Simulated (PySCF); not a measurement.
Run record: geometry optimisation, `C[Se]CO[SiH3]`.

Method: PBE0-D3(BJ)/def2-SVP geometry optimisation, gas phase (PySCF 2.14.0). Start geometry: GFN2-xTB. A driver script takes a list of jobs; this job's settings line and coordinates (Å) are shown.

Input:
```
{"job": {"xc": "PBE0", "basis": "def2-SVP", "d3": "d3bj", "grid": 1, "kind": "geom"}, "charge": 0, "multiplicity": 1}
C      2.619048     0.392970    -0.116530
Se     0.816655     0.825396     0.494970
C     -0.106923    -0.313271    -0.856941
O     -1.440192    -0.082526    -0.964938
Si    -2.580139    -0.084508     0.198844
H      2.760885     0.776657    -1.124286
H      3.316432     0.872009     0.564310
H      2.757288    -0.685581    -0.094010
H      0.380920    -0.089814    -1.812989
H      0.106436    -1.352696    -0.568320
H     -3.726503     0.156763    -0.659893
H     -2.297894     0.967145     1.178689
H     -2.610403    -1.382058     0.882119
```

Output:
```
step   0  E = -2846.21548020  max force = 0.017977
step   1  E = -2846.22107468  max force = 0.003885
step   2  E = -2846.22150489  max force = 0.001899
step   3  E = -2846.22180087  max force = 0.002026
step   4  E = -2846.22229052  max force = 0.003241
step   5  E = -2846.22270995  max force = 0.002536
step   6  E = -2846.22312898  max force = 0.001904
step   7  E = -2846.22356013  max force = 0.002212
step   8  E = -2846.22390140  max force = 0.003252
step   9  E = -2846.22428705  max force = 0.004982
... (8 lines left out)
step  18  E = -2846.22737371  max force = 0.002984
step  19  E = -2846.22814450  max force = 0.003514
step  20  E = -2846.22896330  max force = 0.003936
step  21  E = -2846.22918710  max force = 0.002056
step  22  E = -2846.22925176  max force = 0.000833
step  23  E = -2846.22927582  max force = 0.000313
step  24  E = -2846.22929031  max force = 0.000860
step  25  E = -2846.22930193  max force = 0.001179
step  26  E = -2846.22931430  max force = 0.000897
step  27  E = -2846.22932029  max force = 0.000359
optimisation converged
```

Energies in Eh; «max force» is the largest Cartesian gradient component in Eh/bohr.

Task: How much energy does the optimisation release, in kcal/mol?

Result: E(step 0) − E(last step) = 0.013840 Eh, which is 8.7 kcal/mol.

Task: Give the first gradient maximum in eV/Å.

Result: With 1 Eh/bohr = 51.422 eV/Å, 0.924 eV/Å.

Main results: final energy -2846.22932 Eh after 27 steps; dipole 0.64 D.

Task: Where do the atoms end?

Result: 1.399 Å rms from the input after alignment:
```
atom  x, y, z in Å
C1     1.9703   -0.2077    0.7384
Se2    0.9788    1.3525    0.1421
C3    -0.2635    0.3797   -1.0206
O4    -1.0869   -0.5157   -0.3567
Si5   -1.9739   -0.1260    1.0164
H6     2.6016   -0.6002   -0.0702
H7     2.6044    0.1050    1.5784
H8     1.2683   -0.9790    1.0812
H9    -0.8334    1.1751   -1.5350
H10    0.3231   -0.1718   -1.7707
H11   -3.0697   -1.1336    1.0540
H12   -2.5453    1.2501    0.9031
H13   -1.1586   -0.2437    2.2600
```

Task: How long does this job take on an Arm Neoverse V2 with one thread (shared host)?

Result: About 3.3 min.
Labels such as C1 count atoms from 1, the log's own numbers from 0.
